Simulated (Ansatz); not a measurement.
Mulliken charges of C2H6AlF, SMILES `C[CH](F)[AlH2]` from PBE/def2-TZVPP in Ansatz (PBE0-D4/def2-TZVP geometry).

```tsv
atom	x (Å)	y (Å)	z (Å)	charge (e)
C1	-0.592	0.048	-1.160	-0.281
C2	-0.063	-0.643	0.081	0.039
F3	-1.142	-1.268	0.740	-0.223
Al4	0.891	0.549	1.358	0.360
H5	-1.116	-0.661	-1.808	0.086
H6	-1.289	0.853	-0.914	0.091
H7	0.236	0.478	-1.731	0.091
H8	0.604	-1.457	-0.237	0.064
H9	0.281	0.865	2.785	-0.111
H10	2.271	1.184	0.888	-0.115
```

Q: By hand: the dipole of these point charges (1 e Å = 4.8032 D).

A: Σ q r = (0.294, 0.181, -0.170) e Å, of length 0.385 e Å = 1.85 D.

Q: How does the dipole of the full density compare? (An estimate is asked.)

A: Ansatz gave: (0.195, 0.098, -0.227) e Å, 1.51 D; the point charges give 1.23 times that, at 20° from its direction.

Point charges leave out the atoms' own dipoles, such as those of lone pairs, and Mulliken's split depends on the basis, so the two needn't agree.
